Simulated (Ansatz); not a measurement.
GaH2, SMILES [GaH2-] (connectivity only; charge and spin as stated), charge -1, multiplicity 1.

Coordinates come from a PBE0-D3(BJ)/def2-TZVPD optimisation.

Two levels are set side by side: PBE/def2-TZVPD (Ansatz, a quantum-chemistry and plane-wave program) and ωB97X-V/def2-TZVPD (Ansatz). Energy differences of separate SCF runs at the same geometry; the states with an electron removed or added have multiplicity 2. Differences are taken from unrounded values.

```csv
quantity,ωB97X-V
vertical ionisation energy (eV),1.46
vertical singlet–triplet gap (eV),1.33
```

Problem. What does PBE give, and how far is it from ωB97X-V? (Estimate from the structure and the level; the computed values follow.)

Solution. 
```csv
quantity,PBE,PBE minus ωB97X-V
vertical ionisation energy (eV),1.42,-0.03
vertical singlet–triplet gap (eV),1.16,-0.17
```
